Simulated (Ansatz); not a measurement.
Gas-phase electronic energies from Ansatz, PBE0-D4/def2-TZVP geometries. CCSD(T)/CBS is the MP2 limit (def2-TZVPP, def2-QZVPP) plus CCSD(T) − MP2 in def2-TZVPP, frozen cores. Functionals use def2-TZVPP. One conformer a species, not always the lowest.

Reaction (cleavage of the Si–Si bond): `C[SiH](O)[SiH](O)O` + `O[SiH](O)O` → `C[SiH](O)O[SiH](O)O` + `O[SiH2]O`

| level | ΔE (kJ/mol) |
| --- | --- |
| ωB97X-V | -155.0 |
| MP2/def2-TZVPP | -166.9 |
| MP2/def2-QZVPP | -167.0 |
| CCSD/CBS(def2) | -163.0 |

(1) What does CCSD(T)/CBS give? (Best estimate.)

Largest T1 diagnostic among the species: 0.012.

Answers

(1) The calculation gave: -159.9 kJ/mol. The listed levels differ from it by 4.9, -7.0, -7.1, -3.1 kJ/mol.

From PBE to PBE0 (25 % exact exchange), in def2-TZVPP and without D4, ΔE moves by −11.2 kJ/mol. In def2-TZVPP, CCSD(T) changes the Hartree–Fock value by +22.1 kJ/mol (the triples alone add +3.1 kJ/mol) and MP2 by +16.5 kJ/mol.
